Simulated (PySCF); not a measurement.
Molfile (atoms numbered from 1):
```
C6H14N2Si2
     RDKit          3D

 24 24  0  0  0  0  0  0  0  0999 V2000
    3.0134    1.1302    2.2925 C   0  0  0  0  0  0  0  0  0  0  0  0
    2.9116    0.4803    1.2748 C   0  0  0  0  0  0  0  0  0  0  0  0
    2.7420   -0.2947    0.0378 C   0  0  0  0  0  0  0  0  0  0  0  0
    1.5703    0.0402   -0.7387 N   0  0  0  0  0  0  0  0  0  0  0  0
   -0.0615   -0.3939   -0.2991 Si  0  0  1  0  0  4  0  0  0  0  0  0
    0.0285   -2.0904    0.4915 C   0  0  0  0  0  0  0  0  0  0  0  0
   -1.0202    0.8451    0.7685 C   0  0  0  0  0  0  0  0  0  0  0  0
   -2.4994    0.8411    0.3346 C   0  0  0  0  0  0  0  0  0  0  0  0
   -2.5364    0.6113   -1.5435 Si  0  0  0  0  0  4  0  0  0  0  0  0
   -1.0609   -0.2965   -1.7268 N   0  0  0  0  0  0  0  0  0  0  0  0
    3.1098    1.7074    3.1933 H   0  0  0  0  0  0  0  0  0  0  0  0
    3.6526   -0.1804   -0.5765 H   0  0  0  0  0  0  0  0  0  0  0  0
    2.7087   -1.3649    0.3040 H   0  0  0  0  0  0  0  0  0  0  0  0
    1.6676    0.9274   -1.2237 H   0  0  0  0  0  0  0  0  0  0  0  0
    0.5310   -2.8197   -0.1635 H   0  0  0  0  0  0  0  0  0  0  0  0
    0.5626   -2.0645    1.4546 H   0  0  0  0  0  0  0  0  0  0  0  0
   -0.9911   -2.4585    0.6853 H   0  0  0  0  0  0  0  0  0  0  0  0
   -0.9002    0.6515    1.8473 H   0  0  0  0  0  0  0  0  0  0  0  0
   -0.5710    1.8380    0.5882 H   0  0  0  0  0  0  0  0  0  0  0  0
   -3.0242   -0.0236    0.7772 H   0  0  0  0  0  0  0  0  0  0  0  0
   -3.0448    1.7382    0.6699 H   0  0  0  0  0  0  0  0  0  0  0  0
   -3.7458   -0.1334   -2.0223 H   0  0  0  0  0  0  0  0  0  0  0  0
   -2.5214    1.9181   -2.2841 H   0  0  0  0  0  0  0  0  0  0  0  0
   -0.7801   -0.7295   -2.5993 H   0  0  0  0  0  0  0  0  0  0  0  0
  1  2  3  0
  2  3  1  0
  3  4  1  0
  5  4  1  6
  5  6  1  0
  5  7  1  0
  7  8  1  0
  8  9  1  0
  9 10  1  0
 10  5  1  0
  1 11  1  0
  3 12  1  0
  3 13  1  0
  4 14  1  0
  6 15  1  0
  6 16  1  0
  6 17  1  0
  7 18  1  0
  7 19  1  0
  8 20  1  0
  8 21  1  0
  9 22  1  0
  9 23  1  0
 10 24  1  0
M  END
```

Geometry: PBE0-D3(BJ)/def2-SVP; GIAO absolute shieldings from PySCF 2.14.0 with density-fitted response routines, gas phase, non-relativistic, averaged over equivalent atoms.

At PBE0/pcSseg-1 (254 basis functions, 62 s wall time on 1 thread of an Arm Neoverse V2, shared host):
```
      atoms  σ (ppm)
         C2     95.1
         C1    108.8
         C3    150.9
         C7    172.6
         C8    178.2
         C6    187.0
         N4    215.2
        N10    237.7
        Si5    340.1
        Si9    378.4
        H23    26.47
        H22    26.51
        H12    27.78
        H13    27.88
        H11    29.23
        H18    30.25
        H21    30.27
        H20    30.39
        H19    30.80
        H14    30.95
H15/H16/H17    31.07
        H24    31.27
```

What do these become at wB97X-D/pcSseg-1?

## Answers


| atoms | σ at wB97X-D/pcSseg-1 | change |
| --- | --- | --- |
| C2 | 95.1 | +0.0 |
| C1 | 108.0 | -0.8 |
| C3 | 151.7 | +0.8 |
| C7 | 173.4 | +0.8 |
| C8 | 179.1 | +0.9 |
| C6 | 186.7 | -0.3 |
| N4 | 216.9 | +1.7 |
| N10 | 239.4 | +1.7 |
| Si5 | 340.2 | +0.1 |
| Si9 | 378.6 | +0.2 |
| H23 | 26.68 | +0.21 |
| H22 | 26.71 | +0.20 |
| H12 | 28.02 | +0.24 |
| H13 | 28.09 | +0.21 |
| H11 | 29.30 | +0.07 |
| H18 | 30.44 | +0.19 |
| H21 | 30.47 | +0.20 |
| H20 | 30.59 | +0.20 |
| H19 | 30.96 | +0.16 |
| H14 | 31.08 | +0.13 |
| H15/H16/H17 | 31.19 | +0.12 |
| H24 | 31.38 | +0.11 |

The largest change is at N4 (nitrogen bonded to C, Si, H). Cost: 254 basis functions, 99 s wall time on 1 thread of an Arm Neoverse V2, shared host. The order of the carbon signals is the same at both levels.
